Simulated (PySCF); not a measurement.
# Solvent effects on NMR parameters

Mapped SMILES: `[CH2:1]=[C:2]=[CH:3][C:4]([CH3:5])([CH3:6])[F:7]`. Hydrogens are named by the atom that carries them.

GIAO PBE0/pcSseg-1 in PySCF on one PBE0-D3(BJ)/def2-SVP conformer, non-relativistic, equivalent nuclei averaged. Solvents enter as an IEF-PCM continuum (chloroform with ε = 4.7, methanol with ε = 32.6) around the gas-phase geometry. Shifts are referred to TMS, CFCl3 computed in the same medium.

Gas phase, δ in ppm: C2 220.3, C3 103.6, C4 90.8, C1 82.4, C5/C6 28.5, F7 -161.6, H(C3) 5.67, H(C1) 5.09, H(C5)/H(C6) 1.39. Dipole moment 1.96 D.

(1) How does each δ change in the continuum?

(2) Which of the listed nuclei move most (in ppm), and what does the model miss?

Results:

(1) 
| atoms | environment | Δδ, chloroform | Δδ, methanol |
| --- | --- | --- | --- |
| C2 | central carbon of an allene | +0.1 | +0.1 |
| C3 | terminal carbon of a cumulated C=C=C unit | -0.2 | -0.2 |
| C4 | allylic fully substituted sp3 carbon bonded to F | +2.0 | +2.7 |
| C1 | terminal carbon of a cumulated C=C=C unit | +1.2 | +1.8 |
| C5/C6 | methyl carbon | +0.2 | +0.3 |
| F7 | fluorine on an sp3 carbon | -2.6 | -3.4 |
| H(C3) | hydrogen on a terminal carbon of a cumulated C=C=C unit | +0.09 | +0.12 |
| H(C1) | hydrogen on a terminal carbon of a cumulated C=C=C unit | +0.19 | +0.26 |
| H(C5)/H(C6) | hydrogen on a methyl carbon | +0.06 | +0.09 |

Changes are relative to the gas phase. The dipole moment becomes 2.34 D in chloroform, 2.50 D in methanol.

(2) F7 (fluorine on an sp3 carbon, -3.4 ppm) in methanol. A continuum only polarises the solute; specific hydrogen bonds, the anisotropy of aromatic solvents and changes of geometry or conformer are outside it.
